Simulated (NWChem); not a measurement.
**Correlation energy of stibine (H3Sb)**

```xyz
4

Sb     0.0006     0.0541     0.0000
H     -0.7203    -0.9130     1.2313
H     -0.7203    -0.9130    -1.2313
H      1.4123    -0.9348     0.0000
```
Charge 0, spin multiplicity 1.

All runs are NWChem calculations. Structure: optimised with B3LYP/def2-SVP with def2 effective core potentials on Sb, a minimum by its harmonic frequencies.

Basis set: def2-SVP. Each correlation energy counts from its own Hartree-Fock reference.

```
method        correlation energy (mHa)  difference from CCSD(T)
------------  ------------------------  -----------------------
MP2                             -133.1                    +31.1
SCS-MP2                         -138.2                    +26.0
CR-CCSD[T]                      -163.7                     +0.4
CR-CCSD(T)                      -163.6                     +0.6
CCSD                            -160.3                     +3.8
CCSD+T(CCSD)                    -164.3                     -0.1
CCSD(T)                         -164.2                      0.0
```

The values span 31.2 mHa, from CCSD+T(CCSD) (lowest) to MP2 (highest). 

Effective core potentials replace the inner electrons of Sb; spin-orbit coupling is left out. The correlated methods keep 4 core orbitals frozen. Differences from the coupled-cluster row are differences between methods, not errors against experiment.
